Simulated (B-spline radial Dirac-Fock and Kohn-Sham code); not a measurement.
## La⁺: non-radiative channels of the M3 vacancy

System: the La⁺ ion, [Xe] 5d1 6p1 (not the ground configuration).

The run's input, task.json:

```json
{"items": [{
  "Z": 57,
  "q": 1,
  "cfg": [[1, 0, 2], [2, 0, 2], [2, 1, 6], [3, 0, 2], [3, 1, 6], [3, 2, 10], [4, 0, 2], [4, 1, 6], [4, 2, 10], [5, 0, 2], [5, 1, 6], [5, 2, 1], [6, 1, 1]],
  "A": 139,
  "rrms": 4.855,
  "do": ["binding", "quiet", "decay"],
  "holes": ["K", "L1", "L2", "L3", "M1", "M2", "M3", "M4", "M5", "N1", "N2", "N3", "N4", "N5"]
}]}
```

Command: `python xray_run.py task.json out`

These are calculated numbers from a radial finite-basis atomic code; the model is independent-particle rates on relativistic LDA orbitals of the hole state (multipoles up to L = 3, Coulomb Auger matrix elements, transition energies from Dirac-Fock). Kinetic energies are configuration averages from the vacuum level; the two-hole energies are estimated from single-hole states.

| transition | kinetic energy (eV) | width (meV) | share (%) |
| --- | --- | --- | --- |
| M3-M4N2 | 8.81 | 121 | 2.2 |
| M3-M5N2 | 25.22 | 840 | 15.1 |
| M3-M4N3 | 26.58 | 684 | 12.3 |
| M3-M5N3 | 43.59 | 1570 | 28.2 |
| M3-M4N4 | 130.6 | 88.7 | 1.6 |
| M3-M4N5 | 133.0 | 65.4 | 1.2 |
| M3-M5N4 | 146.6 | 350 | 6.3 |
| M3-M5N5 | 150.3 | 574 | 10.3 |
| M3-M5O1 | 225.6 | 141 | 2.5 |
| M3-M4O3 | 231.7 | 79.9 | 1.4 |
| M3-M5O2 | 245.5 | 117 | 2.1 |
| M3-M5O3 | 248.5 | 204 | 3.7 |
| M3-N2N3 | 660.4 | 65.4 | 1.2 |
| M3-N3N3 | 677.5 | 95.5 | 1.7 |
| M3-N3N4 | 780.2 | 129 | 2.3 |
| M3-N3N5 | 784.6 | 175 | 3.1 |

Coster-Kronig rates are the weakest part of this model and often come out 1.5 to 2.5 times too large. The listed channels hold 95 % of the non-radiative rate. Summed by principal shells, of 5.58 eV in all: MMN 77.0 %, MMO 10.6 %, MNN 10.3 %, MNO 1.8 %.
